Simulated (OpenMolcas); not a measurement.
Ta: effect of the active space

- Program: OpenMolcas 26.06
- Method: CASSCF
- Basis: ANO-RCC-VQZP
- Scalar Hamiltonian: DKH2, point nucleus
- Spin-orbit coupling: state interaction with AMFI integrals over the reference wave functions, term energies averaged over their components

A. 3 electrons in 5 orbitals (5d); 2S+1 = 4 even, 10 roots; 2S+1 = 2 even, 40 roots; cost of the order of 24 core-seconds
B. 5 electrons in 6 orbitals (5d 6s); 2S+1 = 4 even, 50 roots; 2S+1 = 6 even, 6 roots kept (CI in the orbitals of an earlier block); 2S+1 = 2 even, 98 roots kept (CI in the orbitals of an earlier block); cost roughly 2.5 core-minutes
C. 5 electrons in 11 orbitals (5d 6s 6d); 2S+1 = 4 even, 45 roots; 2S+1 = 6 even, 5 roots kept (CI in the orbitals of an earlier block); 2S+1 = 2 even, 35 roots kept (CI in the orbitals of an earlier block); cost of the order of 80 core-seconds

Energies in cm-1 above 5d3 6s2 4F 3/2, the measured ground level; measured values from NIST Handbook of Basic Atomic Spectroscopic Data.

| Level | A | B | C | Measured |
| --- | --- | --- | --- | --- |
| 5d3 6s2 4F 3/2 | 0.0 | 0.0 | 0.0 | 0.0 |
| 5d3 6s2 4F 5/2 | 2067 | 1739 | 1962 | 2010 |
| 5d3 6s2 4F 7/2 | 4277 | 3447 | 4087 | 3964 |
| 5d3 6s2 4F 9/2 [65 %] | 6360 | 4756 | 5918 | 5621 |
| 5d3 6s2 4P 3/2 [61 %] | 10565 | 5816 | 6488 | 6069 |
| 5d3 6s2 4P 1/2 [68 %] | 11298 | 5571 | 6327 | 6049 |
| 5d3 6s2 2G 7/2 | 13075 | 10772 | 11423 |  |
| 5d3 6s2 4P 5/2 | 14293 | 7938 | 9044 | 9253 |
| 5d3 6s2 2P 1/2 | 17218 | 13437 | 14629 |  |
| 5d3 6s2 2H 11/2 | 18257 | 16842 | 17700 |  |

Deviations, from unrounded energies. A percentage is the sum of absolute deviations over the sum of measured energies, with the sign that they share, or ± where signs differ.

| Against measurement | Levels | A | B | C |
| --- | --- | --- | --- | --- |
| mean absolute deviation (cm-1) | 6 | 2600 | 620 | 230 |
| fine structure of the ground term (%) | 3 | +9.6 | -14.3 | ±4.0 |
| other terms of the ground configuration (%) | 3 | +69.2 | -9.6 | ±4.2 |

C lies closest to measurement on these levels and A furthest from it. The largest miss of C in the table is 5d3 6s2 4P 3/2 [61 %], by +420 cm-1. The ranking rests on the paired levels alone, and a cruder setting can come out closer through cancelling errors.

The spin-orbit steps hold different terms of 5d3 6s2 (C lacks a 2D), which shifts levels as well.

Among A to C the level of the table that moves most is 5d3 6s2 4P 5/2, by 6400 cm-1 (lowest in B, highest in A).

Without dynamic correlation excited terms often stand tens of per cent too high (terms of higher spin than the ground term too low), and those without a measured partner can miss by more than the paired ones. With the s shell closed, the reference lacks s² → p², s² → d² and s → d mixing, so excited terms can stand far too high and out of order, with CASPT2 too (holds for A). Terms from blocks run as CI alone lack orbitals of their own (holds for B; C). Configurations are named by rounded mean occupations; where the s occupation lies near a half they are strongly mixed, a name can repeat and a true partner stay unpaired (holds for B). Active for correlation alone: 6d; no level in the range computed is led by a configuration that fills it, so any true level of that kind is missing (holds for C). Computed and measured levels are paired by configuration, term and J; levels that our copy of the source lacks, or whose pairing is in doubt (as where it misses far off the trend of its configuration), stay unpaired and out of the deviations. Levels of configurations outside the active space are missing. Levels that lie high or do not pair safely by name in every column are left out.

A share in square brackets marks a mixed level and gives the weight of the term that names it, the lowest over the columns.
